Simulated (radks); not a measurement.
Question: The table gives one normalised radial function P(r) = r R(r) (large component) of Br4+ in [Ar] 3d10 4p1 5p2 (r in bohr). Method: Dirac Kohn-Sham, PBE, spin-unpolarised, spherical densities, finite nucleus; open shells fill j = l - 1/2 first; Fermi nuclear charge, rms radius 4.1629 fm; computed with a radial shooting solver on a logarithmic mesh with Libxc functionals.

r	P
0.002188	0.0009
0.002895	0.0013
0.003831	0.0021
0.005069	0.0033
0.006761	0.0054
0.008945	0.0086
0.01184	0.0137
0.01566	0.0216
0.02072	0.0336
0.02764	0.0514
0.03657	0.0751
0.04838	0.1042
0.06402	0.1344
0.0847	0.1554
0.113	0.1501
0.1495	0.0995
0.1978	-0.0035
0.2617	-0.1363
0.349	-0.2387
0.4618	-0.2244
0.611	-0.0602
0.8085	0.1969
1.07	0.3914
1.427	0.3311
1.888	-0.0368
2.498	-0.4933
3.305	-0.6729
4.373	-0.4525
5.832	-0.1534
7.717	-0.0248
10.21	-0.0016

Which n and l does it have? It may be an empty orbital.

Answer: n = 5, l = 1: the number of nodes gives n - l - 1 = 3, the rise at small r points to l (for j = l - 1/2 the large component starts outside the nucleus as r^gamma with gamma = sqrt(l^2 - (Z/c)^2) = 0.97 and the r^(l+1) term takes over further out; the orbital of l - 1 with the same j starts with the same power, but with a larger coefficient, and does not steepen), and the extent must fit the shell. The curve is that of 5p1/2; the two j differ most near the nucleus, where j = l - 1/2 has the larger amplitude, and in heavy atoms j = l - 1/2 is also the more compact. 5p1/2: eigenvalue -28.200 eV, 3 radial nodes at r = 0.196, 0.655, 1.85 bohr, <r> = 3.28 bohr, 90 % of the charge inside 4.62 bohr.
